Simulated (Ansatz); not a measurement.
Harmonic vibrations of `ClC[SiH2][GaH2]` by finite differences.

```yaml
crystal:
  periodic: [false, false, false]
  atoms:
    - {symbol: Cl, position_ang: [0.438799, 0.730817, 1.736632]}
    - {symbol: C, position_ang: [0.922235, -0.734563, 0.786276]}
    - {symbol: Si, position_ang: [-0.339945, -0.828099, -0.649694]}
    - {symbol: Ga, position_ang: [-0.827306, 1.535156, -0.576073]}
    - {symbol: H, position_ang: [0.925394, -1.568150, 1.486534]}
    - {symbol: H, position_ang: [1.939488, -0.546840, 0.444971]}
    - {symbol: H, position_ang: [0.328238, -1.459843, -1.823698]}
    - {symbol: H, position_ang: [-1.437296, -1.740389, -0.220173]}
    - {symbol: H, position_ang: [-2.205047, 2.078624, -0.057781]}
    - {symbol: H, position_ang: [0.255440, 2.533288, -1.126994]}
basis:
  gaussian: {orbitals: def2-TZVP}
hamiltonian: {xc: pbe0, dispersion: d4}
phonons: {temperatures: {t_min: 298.15, t_max: 900, t_step: 200}}
```

```sh
$ ansatz run in.yaml --threads 4 --pin off --events-out ev --progress --plain --max-ram 10444MiB
```

It prints (some lines left out):

```
Functional definition: PBE0
mean field -73898.07345749 eV, -2715.7041096495 hartree, gradient 5.9e-5 eV, S^2 0.000000; 0 other end points of the search recorded, 0 dependent functions left out
mean field -73898.07346234 eV, -2715.7041098278 hartree, gradient 1.5e-6 eV, S^2 0.000000; 0 other end points of the search recorded, 0 dependent functions left out
mean field -73898.07342938 eV, -2715.7041086166 hartree, gradient 1.5e-6 eV, S^2 0.000000; 0 other end points of the search recorded, 0 dependent functions left out
mean field -73898.07342242 eV, -2715.7041083607 hartree, gradient 1.9e-6 eV, S^2 0.000000; 0 other end points of the search recorded, 0 dependent functions left out
mean field -73898.07341292 eV, -2715.7041080117 hartree, gradient 1.8e-6 eV, S^2 0.000000; 0 other end points of the search recorded, 0 dependent functions left out
mean field -73898.07346658 eV, -2715.7041099837 hartree, gradient 1.7e-6 eV, S^2 0.000000; 0 other end points of the search recorded, 0 dependent functions left out
mean field -73898.07339864 eV, -2715.7041074867 hartree, gradient 1.4e-6 eV, S^2 0.000000; 0 other end points of the search recorded, 0 dependent functions left out
mean field -73898.07333994 eV, -2715.7041053295 hartree, gradient 2.4e-6 eV, S^2 0.000000; 0 other end points of the search recorded, 0 dependent functions left out
mean field -73898.07329914 eV, -2715.7041038304 hartree, gradient 1.1e-6 eV, S^2 0.000000; 0 other end points of the search recorded, 0 dependent functions left out
mean field -73898.07332780 eV, -2715.7041048836 hartree, gradient 1.1e-6 eV, S^2 0.000000; 0 other end points of the search recorded, 0 dependent functions left out
mean field -73898.07336317 eV, -2715.7041061833 hartree, gradient 2.9e-6 eV, S^2 0.000000; 0 other end points of the search recorded, 0 dependent functions left out
mean field -73898.07335537 eV, -2715.7041058966 hartree, gradient 8.8e-7 eV, S^2 0.000000; 0 other end points of the search recorded, 0 dependent functions left out
mean field -73898.07333221 eV, -2715.7041050456 hartree, gradient 9.2e-7 eV, S^2 0.000000; 0 other end points of the search recorded, 0 dependent functions left out
mean field -73898.07337202 eV, -2715.7041065086 hartree, gradient 1.7e-6 eV, S^2 0.000000; 0 other end points of the search recorded, 0 dependent functions left out
mean field -73898.07338607 eV, -2715.7041070249 hartree, gradient 1.7e-6 eV, S^2 0.000000; 0 other end points of the search recorded, 0 dependent functions left out
mean field -73898.07336122 eV, -2715.7041061115 hartree, gradient 3.0e-6 eV, S^2 0.000000; 0 other end points of the search recorded, 0 dependent functions left out
mean field -73898.07340307 eV, -2715.7041076496 hartree, gradient 2.0e-6 eV, S^2 0.000000; 0 other end points of the search recorded, 0 dependent functions left out
mean field -73898.07336321 eV, -2715.7041061849 hartree, gradient 2.0e-6 eV, S^2 0.000000; 0 other end points of the search recorded, 0 dependent functions left out
mean field -73898.07339324 eV, -2715.7041072886 hartree, gradient 2.2e-6 eV, S^2 0.000000; 0 other end points of the search recorded, 0 dependent functions left out
mean field -73898.07337633 eV, -2715.7041066671 hartree, gradient 1.3e-6 eV, S^2 0.000000; 0 other end points of the search recorded, 0 dependent functions left out
mean field -73898.07341656 eV, -2715.7041081455 hartree, gradient 1.1e-6 eV, S^2 0.000000; 0 other end points of the search recorded, 0 dependent functions left out
mean field -73898.07343019 eV, -2715.7041086464 hartree, gradient 3.0e-6 eV, S^2 0.000000; 0 other end points of the search recorded, 0 dependent functions left out
mean field -73898.07337850 eV, -2715.7041067468 hartree, gradient 1.3e-6 eV, S^2 0.000000; 0 other end points of the search recorded, 0 dependent functions left out
mean field -73898.07342253 eV, -2715.7041083648 hartree, gradient 2.2e-6 eV, S^2 0.000000; 0 other end points of the search recorded, 0 dependent functions left out
mean field -73898.07344824 eV, -2715.7041093096 hartree, gradient 2.9e-6 eV, S^2 0.000000; 0 other end points of the search recorded, 0 dependent functions left out
mean field -73898.07344855 eV, -2715.7041093208 hartree, gradient 1.1e-6 eV, S^2 0.000000; 0 other end points of the search recorded, 0 dependent functions left out
mean field -73898.07344106 eV, -2715.7041090457 hartree, gradient 1.1e-6 eV, S^2 0.000000; 0 other end points of the search recorded, 0 dependent functions left out
mean field -73898.07338798 eV, -2715.7041070951 hartree, gradient 1.6e-6 eV, S^2 0.000000; 0 other end points of the search recorded, 0 dependent functions left out
mean field -73898.07339218 eV, -2715.7041072496 hartree, gradient 1.8e-6 eV, S^2 0.000000; 0 other end points of the search recorded, 0 dependent functions left out
mean field -73898.07340995 eV, -2715.7041079024 hartree, gradient 1.2e-6 eV, S^2 0.000000; 0 other end points of the search recorded, 0 dependent functions left out
mean field -73898.07339989 eV, -2715.7041075328 hartree, gradient 1.7e-6 eV, S^2 0.000000; 0 other end points of the search recorded, 0 dependent functions left out
mean field -73898.07336683 eV, -2715.7041063177 hartree, gradient 1.7e-6 eV, S^2 0.000000; 0 other end points of the search recorded, 0 dependent functions left out
mean field -73898.07336191 eV, -2715.7041061369 hartree, gradient 1.8e-6 eV, S^2 0.000000; 0 other end points of the search recorded, 0 dependent functions left out
mean field -73898.07343647 eV, -2715.7041088771 hartree, gradient 1.4e-6 eV, S^2 0.000000; 0 other end points of the search recorded, 0 dependent functions left out
mean field -73898.07344211 eV, -2715.7041090844 hartree, gradient 1.3e-6 eV, S^2 0.000000; 0 other end points of the search recorded, 0 dependent functions left out
mean field -73898.07344218 eV, -2715.7041090870 hartree, gradient 1.5e-6 eV, S^2 0.000000; 0 other end points of the search recorded, 0 dependent functions left out
mean field -73898.07342970 eV, -2715.7041086281 hartree, gradient 1.4e-6 eV, S^2 0.000000; 0 other end points of the search recorded, 0 dependent functions left out
mean field -73898.07344299 eV, -2715.7041091167 hartree, gradient 1.9e-6 eV, S^2 0.000000; 0 other end points of the search recorded, 0 dependent functions left out
mean field -73898.07344084 eV, -2715.7041090376 hartree, gradient 1.8e-6 eV, S^2 0.000000; 0 other end points of the search recorded, 0 dependent functions left out
mean field -73898.07343442 eV, -2715.7041088016 hartree, gradient 1.9e-6 eV, S^2 0.000000; 0 other end points of the search recorded, 0 dependent functions left out
mean field -73898.07345306 eV, -2715.7041094868 hartree, gradient 1.7e-6 eV, S^2 0.000000; 0 other end points of the search recorded, 0 dependent functions left out
mean field -73898.07341179 eV, -2715.7041079702 hartree, gradient 2.1e-6 eV, S^2 0.000000; 0 other end points of the search recorded, 0 dependent functions left out
mean field -73898.07343157 eV, -2715.7041086968 hartree, gradient 2.4e-6 eV, S^2 0.000000; 0 other end points of the search recorded, 0 dependent functions left out
mean field -73898.07342056 eV, -2715.7041082922 hartree, gradient 1.8e-6 eV, S^2 0.000000; 0 other end points of the search recorded, 0 dependent functions left out
mean field -73898.07342987 eV, -2715.7041086345 hartree, gradient 2.1e-6 eV, S^2 0.000000; 0 other end points of the search recorded, 0 dependent functions left out
mean field -73898.07342544 eV, -2715.7041084719 hartree, gradient 1.6e-6 eV, S^2 0.000000; 0 other end points of the search recorded, 0 dependent functions left out
mean field -73898.07344269 eV, -2715.7041091055 hartree, gradient 1.9e-6 eV, S^2 0.000000; 0 other end points of the search recorded, 0 dependent functions left out
mean field -73898.07344202 eV, -2715.7041090810 hartree, gradient 1.7e-6 eV, S^2 0.000000; 0 other end points of the search recorded, 0 dependent functions left out
mean field -73898.07345283 eV, -2715.7041094784 hartree, gradient 1.6e-6 eV, S^2 0.000000; 0 other end points of the search recorded, 0 dependent functions left out
mean field -73898.07340824 eV, -2715.7041078395 hartree, gradient 1.7e-6 eV, S^2 0.000000; 0 other end points of the search recorded, 0 dependent functions left out
mean field -73898.07343738 eV, -2715.7041089104 hartree, gradient 1.5e-6 eV, S^2 0.000000; 0 other end points of the search recorded, 0 dependent functions left out
mean field -73898.07346304 eV, -2715.7041098536 hartree, gradient 2.2e-6 eV, S^2 0.000000; 0 other end points of the search recorded, 0 dependent functions left out
mean field -73898.07343461 eV, -2715.7041088087 hartree, gradient 1.6e-6 eV, S^2 0.000000; 0 other end points of the search recorded, 0 dependent functions left out
mean field -73898.07344788 eV, -2715.7041092962 hartree, gradient 1.3e-6 eV, S^2 0.000000; 0 other end points of the search recorded, 0 dependent functions left out
mean field -73898.07345281 eV, -2715.7041094774 hartree, gradient 1.3e-6 eV, S^2 0.000000; 0 other end points of the search recorded, 0 dependent functions left out
mean field -73898.07343706 eV, -2715.7041088988 hartree, gradient 1.3e-6 eV, S^2 0.000000; 0 other end points of the search recorded, 0 dependent functions left out
mean field -73898.07343271 eV, -2715.7041087390 hartree, gradient 2.7e-6 eV, S^2 0.000000; 0 other end points of the search recorded, 0 dependent functions left out
mean field -73898.07345438 eV, -2715.7041095352 hartree, gradient 1.3e-6 eV, S^2 0.000000; 0 other end points of the search recorded, 0 dependent functions left out
mean field -73898.07342102 eV, -2715.7041083093 hartree, gradient 2.3e-6 eV, S^2 0.000000; 0 other end points of the search recorded, 0 dependent functions left out
mean field -73898.07343869 eV, -2715.7041089585 hartree, gradient 1.3e-6 eV, S^2 0.000000; 0 other end points of the search recorded, 0 dependent functions left out
mean field -73898.07346110 eV, -2715.7041097821 hartree, gradient 1.3e-6 eV, S^2 0.000000; 0 other end points of the search recorded, 0 dependent functions left out
Total energy: -73898.30596621 eV, -2715.7126541874 hartree
Atom 0 at     0.438799     0.730817     1.736632 Å, force    -0.000098    -0.000375    -0.001390 eV/Å
Atom 1 at     0.922235    -0.734563     0.786276 Å, force     0.001658    -0.000791     0.000842 eV/Å
Atom 2 at    -0.339945    -0.828099    -0.649694 Å, force    -0.001346     0.001184    -0.000592 eV/Å
Atom 3 at    -0.827306     1.535156    -0.576073 Å, force    -0.000485    -0.001707     0.001528 eV/Å
Atom 4 at     0.925394    -1.568150     1.486534 Å, force    -0.000180     0.000178     0.000261 eV/Å
Atom 5 at     1.939488    -0.546840     0.444971 Å, force    -0.000786     0.000489     0.000348 eV/Å
Atom 6 at     0.328238    -1.459843    -1.823698 Å, force     0.000451    -0.000045    -0.000247 eV/Å
Atom 7 at    -1.437296    -1.740389    -0.220173 Å, force     0.000618     0.001053    -0.000148 eV/Å
Atom 8 at    -2.205047     2.078624    -0.057781 Å, force     0.000013     0.000499    -0.000219 eV/Å
Atom 9 at     0.255440     2.533288    -1.126994 Å, force     0.000154    -0.000486    -0.000384 eV/Å
Dipole moment:     0.221026    -0.327762     0.022762 e Å
Vibrations: 65.65 105.13 233.67 316.04 322.09 353.42 475.24 572.69 594.41 636.00 706.47 721.28 765.86 821.83 938.45 1109.87 1179.35 1432.36 1950.08 1963.31 2196.97 2206.67 3104.55 3174.26 cm⁻¹, zero-point energy 1.608426 eV
```

It took 79 s on 4 threads of an Intel Xeon 6975P-C on a shared host, with 0.62 GiB of host memory at the peak.
